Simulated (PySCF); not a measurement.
Compound: C₄H₁₄AsB.
Atom-mapped SMILES: `[CH3:1][CH2:2][CH2:3][B@@H-:4]([CH3:5])[AsH3+:6]` (hydrogens: H7, H8, H9 on C1; H10, H11 on C2; H12, H13 on C3; H14 on B4; H15, H16, H17 on C5; H18, H19, H20 on As6)

The calculation used PBE0-D3(BJ)/def2-SVP geometry optimisation, gas phase (PySCF).

Q: List the bond lengths, angles and torsions at this level.

A: 
```
                     bond  length (Å)   order
                    C1–C2       1.521  single
                    C2–C3       1.525  single
                    C3–B4       1.610  single
                    B4–C5       1.611  single
                   B4–As6       2.156  single
      C1–H7, C1–H8, C1–H9       1.102  single
                   C2–H10       1.104  single
                   C2–H11       1.108  single
                   C3–H12       1.108  single
                   C3–H13       1.108  single
                   B4–H14       1.231  single
   C5–H15, C5–H16, C5–H17       1.104  single
As6–H18, As6–H19, As6–H20       1.513  single
```

Bonds in one row agree within 0.01 Å and their mean is given. Orders are formal, as drawn. A selection of angles:
```
      angle  degrees
   C2–C1–H7    112.1
   H7–C1–H8    107.6
   C1–C2–C3    114.2
  C1–C2–H10    109.6
  C1–C2–H11    108.5
  C3–C2–H10    109.1
  C3–C2–H11    109.8
 H10–C2–H11    105.1
   C2–C3–B4    117.5
  C2–C3–H12    109.5
  C2–C3–H13    108.5
  B4–C3–H12    111.0
  B4–C3–H13    104.9
 H12–C3–H13    104.5
   C3–B4–C5    116.9
  C3–B4–As6    106.6
  C3–B4–H14    114.6
  C5–B4–As6    104.1
  C5–B4–H14    114.7
 As6–B4–H14     96.7
  B4–C5–H15    107.2
  B4–C5–H16    114.7
  B4–C5–H17    113.9
 H15–C5–H16    106.2
 H16–C5–H17    108.0
 B4–As6–H18    122.0
 B4–As6–H19    115.7
H18–As6–H19     97.9
```

Dihedral angles: C1–C2–C3–B4 -175° (antiperiplanar); C2–C3–B4–C5 -175° (antiperiplanar).

Of the pairs four or more bonds apart, As6···H11 is among the closest relative to their van der Waals radii: 2.94 Å, 96 % of the sum of Bondi's values. As6 (arsenic bonded to B and 3 H) is distorted tetrahedral (angles from 97.9° to 122.0°). B4 (four-coordinate boron) has angles from 96.7° to 116.9°.

Point group: C1 (no symmetry element, even within 0.4 Å). No frequency check. One conformer, not necessarily the lowest.

Time: 11 min. Hardware: one thread of an Arm Neoverse V1, shared host. This is the geometry optimisation.
